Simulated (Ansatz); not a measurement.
The same path of ClH4InSi (7 atoms, charge 0, multiplicity 1) was run twice with different band settings. The coordinate that changes most is the dihedral H4–Si1–In2–Cl3.

All numbers below come from Ansatz, RKS B3LYP-D4/def2-SVPD.

Relaxed end points:

```xyz
7
Properties=species:S:1:pos:R:3
Si -0.984 0.576 -0.416
In 1.303 -0.429 0.268
Cl 0.972 -2.316 1.744
H -1.997 -0.511 -0.488
H -0.890 1.265 -1.735
H -1.391 1.571 0.618
H 2.988 -0.157 0.009
```

```xyz
7
Properties=species:S:1:pos:R:3
Si -1.096 0.217 -0.467
In 1.294 -0.469 0.251
Cl 1.844 0.588 2.355
H -1.707 -0.816 -1.351
H -1.008 1.503 -1.217
H -1.938 0.404 0.745
H 2.611 -1.428 -0.317
```

Common settings: spring 5.0 eV/Å²; optimiser quadratic models (default); start path IDPP; force threshold 0.03 eV/Å; iteration limit 60; end points relaxed.

| run | movable images | climbing image |
| --- | --- | --- |
| 1 | 5 | yes |
| 2 | 1 | no |

What does each run give, and how far can it be trusted?

Run 1: converged after 4 iterations, highest image 0.003 eV above the first end. The top lies less than 8 meV above the higher end, about what the thresholds resolve: the motion is nearly free. A vibrational analysis at the climbing image gives no mode beyond 40i cm⁻¹: the surface is too flat there to confirm a saddle point.
Run 2: converged after 4 iterations, highest image 0.001 eV above the first end. The top lies less than 8 meV above the higher end, about what the thresholds resolve: the motion is nearly free. No image climbed, so the highest image needn't sit at the top of the path. So few images can step over the top or miss a turn of the path.
